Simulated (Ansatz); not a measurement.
(NaNH2)2 ring (Na₂N₂H₄) was relaxed with PBE0-D4 (def2-SVP) in Ansatz in these states: charge +1 doublet, neutral singlet. The geometries follow in no particular order.

A:

Cartesian coordinates in Å:
```
Na -0.6866 -0.2201 -1.2265
N -1.3747 -0.6535 0.8869
Na 0.6857 0.2221 1.2266
N 1.3746 0.6539 -0.8868
H -1.5628 -1.6215 1.1666
H -2.1969 -0.1678 1.2592
H 2.1958 0.1658 -1.2583
H 1.5650 1.6211 -1.1677
```

B:

Cartesian coordinates in Å:
```
Na 1.198 -0.383 -0.954
N -0.179 -1.652 0.438
Na -1.198 0.383 0.953
N 0.179 1.652 -0.438
H 0.267 -2.169 1.206
H -0.760 -2.378 -0.001
H 0.760 2.377 0.001
H -0.267 2.169 -1.206
```

Question: Judge from the bond lengths which geometry belongs to which state (an estimate).

Answer: A is the neutral singlet (Na1–Na3 2.845 Å, Na1–N2 2.264 Å, Na3–N4 2.264 Å); B is the charge +1 doublet (Na1–Na3 3.157 Å, Na1–N2 2.334 Å, Na3–N4 2.334 Å).
